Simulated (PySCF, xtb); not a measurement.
C₄H₄BNO, SMILES C1=C(C#N)B(C1)O. The values are those of a single conformer.

Harmonic wavenumbers (cm⁻¹) from GFN2-xTB (xtb 6.7.1) at its own minimum, in rising order: 74, 129, 165, 316, 400, 528, 567, 576, 633, 664, 796, 833, 847, 971, 1025, 1060, 1171, 1195, 1215, 1439, 1458, 1616, 2352, 2961, 2986, 3077, 3583.

### Question
What does PBE-D3(BJ)/def2-SVP (PySCF 2.14.0) give at its own minimum? (An estimate is asked for; the answer gives what the named calculation found.)

### Answer
84, 132, 172, 337, 421, 515, 571, 578, 612, 652, 807, 824, 884, 937, 1058, 1066, 1118, 1166, 1226, 1361, 1467, 1589, 2263, 2973, 3018, 3069, 3729. Paired by order, the mean absolute difference is 27 cm⁻¹ and the zero-point energies are 46.7 and 46.6 kcal/mol.
